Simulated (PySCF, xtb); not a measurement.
C3H13NSi2, SMILES C(C)C(N)([SiH3])[SiH3]. Other conformers were not sampled.

Harmonic wavenumbers (cm⁻¹) from GFN2-xTB run with xtb at its own minimum, in rising order: 81, 131, 137, 162, 181, 231, 238, 263, 293, 338, 372, 504, 515, 528, 565, 599, 762, 770, 776, 787, 794, 801, 829, 842, 928, 969, 1022, 1086, 1110, 1143, 1208, 1286, 1347, 1409, 1480, 1501, 1508, 1566, 2215, 2236, 2242, 2250, 2280, 2287, 2953, 2967, 3022, 3026, 3034, 3371, 3405.

Task: What does PySCF with PBE-D3(BJ)/def2-SVP give at its own minimum? (Estimate from the structure and the level; the computed values follow.)

Result: 83, 131, 155, 175, 181, 213, 235, 251, 273, 338, 364, 513, 530, 591, 629, 652, 748, 797, 840, 870, 889, 901, 904, 910, 914, 915, 974, 1049, 1080, 1116, 1213, 1272, 1308, 1344, 1392, 1417, 1427, 1572, 2133, 2145, 2150, 2154, 2164, 2169, 2951, 2967, 3002, 3054, 3060, 3382, 3467. Paired by order, the mean absolute difference is 42 cm⁻¹ and the zero-point energies are 92.0 and 91.4 kcal/mol.
